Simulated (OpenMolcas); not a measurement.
## Cu2+: moving the ligands

Cu2+ with 5 ligands (chloride, oxide on the axis) in trigonal bipyramidal coordination (D3h) at 2.41 Å, the axial distance 2.029 Å. A charge of +1 e stands 2.8 Å behind each ligand. Ligand basis ANO-RCC-VDZP.

```
Program             : OpenMolcas
Method              : SS-CASPT2, IPEA 0.25 Eh, imaginary shift 0.1 Eh (closed shells correlated: 3s 3p and the ligand valence shells)
Basis               : ANO-RCC-VTZP [6s5p3d2f1g]
Scalar Hamiltonian  : DKH2, point nucleus
Active space        : 9 electrons in 5 orbitals (3d)
State averaging     : 2S+1 = 2 even, 5 roots
Spin-orbit coupling : RASSI with atomic mean-field integrals over the reference wave functions
```

Runs around this geometry, states (labels of D3, the rotations of D3h). Energies in cm-1 above the lowest state or level, χT in cm3 K/mol.

```csv
R (Å),Axial / equatorial distance,Ground state,First state of that spin,First gap with spin-orbit (degeneracies),χT at 300 K
2.24,0.842,2A1,2E 8730,"8350 (2, 2)",0.524
2.41,0.842,2A1,2E 5850,"5500 (2, 2)",0.602
2.56,0.842,2A1,2E 4190,"3880 (2, 2)",0.686
2.41,0.926,2A1,2E 5570,"5190 (2, 2)",0.620
```

Taking the first state of the same spin as R^-n, n = -ln(4190 / 8730) / ln(2.56 / 2.24) = 5.5 between the shortest and longest distance.

Roots that are degenerate in the reference are averaged as groups; the widest CASPT2 spread within a group is 88 cm-1 (the 2-fold group of multiplicity 2 near 15400 cm-1 above the lowest state of its run, R = 2.24, ratio = 0.842). Shifts and gaps below about the spread of the groups concerned are not significant. Over all roots computed the reference weight is 0.68 in R = 2.24 in ratio = 0.842, 0.68 in R = 2.41 in ratio = 0.842, 0.68 in R = 2.56 in ratio = 0.842, 0.68 in R = 2.41 in ratio = 0.926; a low but even weight reflects the number of correlated electrons. A single d shell leaves out the double-shell effect, which counts most for late 3d ions, where the CASPT2 field can be off either way by tens of per cent. Ligand-to-metal charge-transfer states are missing. Free-ion shares, where given, are those of the reference states; single-state CASPT2 does not remix them. No measured value stands beside these numbers; the geometry is a model, was not optimised and need not be the one that this ion takes.
